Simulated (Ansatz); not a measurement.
Abridged output of a molecular run in Ansatz:

```
Functional definition: HF
1466 factors; integrals over basis functions are off by at most 1.5e-3 eV
mean field evaluation 1: about -8801.1288 eV, gradient 4.4e1 eV
mean field evaluation 2: about -8801.3241 eV, gradient 4.4e1 eV
mean field evaluation 4: about -8806.3106 eV, gradient 6.4e0 eV
mean field evaluation 8: about -8806.4562 eV, gradient 6.1e-1 eV
mean field evaluation 16: about -8806.4601 eV, gradient 1.5e-6 eV
mean field -8806.46005669 eV, -323.6314378504 hartree, gradient 1.5e-6 eV, S^2 0.000000; 0 other end points of the search recorded, 0 dependent functions left out
7 core orbitals not correlated: weight in the atoms' cores, before any rotation towards them, 1.000 or more for the frozen orbitals, at most 0.000 for the correlated occupied ones
reference -8806.46005669 eV, -323.6314378504 hartree; 20, 20 occupied and 116, 116 virtual orbitals, 1466 factors
second order -27.88320416 eV of doubles, -0.00000000 eV of singles
cycle   1  -28.55603393 eV  change   -6.7e-1 eV  update   1.3e-1
cycle   2  -29.30088519 eV  change   -7.4e-1 eV  update   4.2e-2
cycle   3  -29.52478521 eV  change   -2.2e-1 eV  update   2.4e-2
cycle   4  -29.52445027 eV  change    3.3e-4 eV  update   6.6e-3
cycle   5  -29.51997164 eV  change    4.5e-3 eV  update   3.2e-3
cycle   6  -29.52055840 eV  change   -5.9e-4 eV  update   1.0e-3
cycle   7  -29.52009146 eV  change    4.7e-4 eV  update   3.9e-4
cycle   8  -29.51992887 eV  change    1.6e-4 eV  update   1.5e-4
cycle   9  -29.51998452 eV  change   -5.6e-5 eV  update   5.4e-5
cycle  10  -29.52001697 eV  change   -3.2e-5 eV  update   3.0e-5
perturbative correction -1.01567445 eV, -0.0373253477 hartree
Total energy: -8836.99574811 eV, -324.7536038122 hartree
```

Its atoms:

Z-matrix (Å, degrees):
```
C
N 1 1.439
H 1 1.091 2 109.3
H 1 1.091 2 110.1 3 118.1
H 1 1.097 2 113.0 3 -120.5
C 2 1.350 1 123.0 3 34.8
H 2 1.007 1 117.1 3 -166.0
C 6 1.350 2 126.3 1 166.2
H 6 1.087 2 113.7 1 -15.4
C 8 1.451 6 124.0 2 177.2
H 8 1.086 6 120.7 2 -2.5
C 10 1.515 8 119.3 6 -0.2
O 10 1.218 8 120.9 6 179.8
H 12 1.088 10 108.3 8 178.8
H 12 1.093 10 111.1 8 -61.4
H 12 1.093 10 111.4 8 58.8
```

**Question.** Which basis set was used?
A. cc-pV(Q+d)Z
B. def2-SVPD
C. def2-TZVPP
D. def2-SVP

**Answer.** D. It gives 143 functions.

**Question.** Write the keys of the input that set method, charge and spin (a neutral closed shell needs none for the last two).

**Answer.** 
```yaml
correlation: {method: ccsd_t}
```
